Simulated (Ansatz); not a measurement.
CH7NO2Si can be A, `NC(O)O[SiH3]`, or B, `N[SiH](O)CO`.

Computed with Ansatz on PBE0-D4/def2-TZVP structures; ΔE is electronic, products minus reactants. CCSD(T)/CBS is the MP2 limit (def2-TZVPP, def2-QZVPP) plus CCSD(T) − MP2 in def2-TZVPP, frozen cores. DFT in def2-TZVPP. B3LYP here is the variant with VWN-RPA as its local correlation; programs differ in this. One conformer a species, not always the lowest.

Question: Which is lower in electronic energy at CCSD(T)/CBS, and by how much? (Estimate.)

Answer: Ansatz gave: B, by 131.9 kJ/mol.

Question: Give E(B) − E(A) in kJ/mol with PBE0-D4, MP2/def2-TZVPP, B3LYP, CCSD/def2-TZVPP, HF/def2-TZVPP, B3LYP-D4, ωB97M-V. (Estimate.)

Answer: Ansatz gave: PBE0-D4 -125.0, MP2/def2-TZVPP -132.3, B3LYP -123.2, CCSD/def2-TZVPP -123.3, HF/def2-TZVPP -106.7, B3LYP-D4 -125.5, ωB97M-V -127.5. None reverses the order clearly.

Largest T1 diagnostic: 0.011.

In def2-TZVPP, CCSD(T) changes the Hartree–Fock value by −17.1 kJ/mol (the triples alone add −0.5 kJ/mol) and MP2 by −25.6 kJ/mol.
